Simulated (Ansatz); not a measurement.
**Ligand exchange: SiH(CH3)Br2 + C2H8SeSi → SiH(SiH3)Br2 + C3H8Se**

Species: SiH(CH3)Br2, singlet; C2H8SeSi `CC[Se][SiH3]`, singlet; SiH(SiH3)Br2, singlet; C3H8Se `CC[Se]C`, singlet. The partners trade CH3 for SiH3: Si–CH3 and Se–SiH3 bonds give way to Si–SiH3 and Se–CH3.

Shapes, held fixed at every level: PBE0-D4/def2-TZVP. Flexible molecules stand in one conformer, not always the lowest. Programs: Ansatz 0.2.0. The zero-point and thermal change to 298 K, harmonic and unscaled (PBE0-D4/def2-TZVP), is 0.0 kJ/mol.

Task: Estimate ΔH(298 K) of this reaction.

Result: The highest level, CCSD(T)/def2-TZVPP, gives ΔH(298 K) = +108.4 kJ/mol; the levels span +99.8 to +117.3. The column of differences is taken from that level and isn't an error. No measured value is set beside it here. Relativity is left out for Br, Se unless named. Correlated rows may include outer-core shells of Br, Se, which these sets cover unevenly.

```tsv
level	kind	ΔH(298 K) (kJ/mol)	less CCSD(T)/def2-TZVPP
HF/def2-SVP	Hartree–Fock	+117.3	+8.9
HF/def2-TZVPP	Hartree–Fock	+116.5	+8.1
SPW92/def2-TZVPP	LDA	+104.7	-3.7
PBE-D4/def2-TZVPP	GGA	+99.8	-8.6
PBE0-D4/def2-TZVPP	global hybrid	+106.1	-2.3
CCSD(T)/def2-SVP	coupled cluster or CI	+108.5	+0.1
CCSD/def2-TZVPP	coupled cluster or CI	+109.4	+1.0
CCSD(T)/def2-TZVPP	coupled cluster or CI	+108.4	0.0
```
